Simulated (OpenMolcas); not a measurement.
Ag2+ (d9) among equal point charges was computed by CASSCF with the d shell active (OpenMolcas, ANO-RCC-VTZP on the metal). Its lowest spin-free states, and all those of the highest spin:

```json
{"2S+1": "2", "Degeneracy": "1", "E (cm-1)": "0.0"}
{"2S+1": "2", "Degeneracy": "2", "E (cm-1)": "4554"}
{"2S+1": "2", "Degeneracy": "2", "E (cm-1)": "14825"}
```

Question: Is the site octahedral, tetrahedral or cube-like, axial, or of lower symmetry?

Answer: The states with 2S+1 = 2 have orbital degeneracies 1, 2, 2. There are pairs but no triples, so the site is axial: not cubic, but with a proper or improper axis of order three or more. The run had Ag2+ among 2 point charges of -2 e arranged as a linear pair (D∞h), 1.96 Å from the ion.

This is an electrostatic model: the charges have no orbitals. No measured value stands beside these numbers.
